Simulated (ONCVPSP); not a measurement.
## Configuration tests for selenium (Se) (ONCV)

| Property | Result |
| --- | --- |
| Element | Se |
| Generator | ONCVPSP 4.0.1 |
| Type | optimised norm-conserving Vanderbilt (ONCV) |
| Functional | PBE |
| Relativity | scalar-relativistic |
| Frozen core | [Ne] |
| Valence charge | 24 |
| Reference configuration | 3s2 3p6 3d10 4s1.5 4p4.5 |
| Partial waves | 3s+4s: rc 0.85 bohr, ncon 4, nbas 8, qcut 12.7 1/bohr, 2 projectors; 3p+4p: rc 1.05 bohr, ncon 4, nbas 8, qcut 12.6 1/bohr, 3 projectors, debl 3.7 Ha; 3d: rc 1.20 bohr, ncon 4, nbas 9, qcut 14.6 1/bohr, 3 projectors, debl 3.5 Ha |
| Local potential | polynomial inside 0.75 bohr (lpopt 5, dvloc0 0 Ha) |
| Core correction | Teter function fitted to the true core (icmod 2), fcfact 0.55 |

Energies are relative to the spin-unpolarised reference configuration 3s2 3p6 3d10 4s1.5 4p4.5; without spin polarisation the order of configurations can differ from experiment.

Task: Give the all-electron excitation energy and the error of the potential for: 3s2 3p6 3d10 4s2 4p4; 3s2 3p6 3d10 4s2 4p3; 3s2 3p6 3d10 4s2 4p2; 3s2 3p5 3d10 4s2 4p4.

Result:

| valence configuration | charge | ΔE all-electron (eV) | error AE − PS (meV) |
| --- | --- | --- | --- |
| 3s2 3p6 3d10 4s2 4p4 | 0 | -5.415 | -0.2 |
| 3s2 3p6 3d10 4s2 4p3 | +1 | 5.431 | -1.2 |
| 3s2 3p6 3d10 4s2 4p2 | +2 | 25.779 | -3.5 |
| 3s2 3p5 3d10 4s2 4p4 | +1 | 158.928 | -220 |
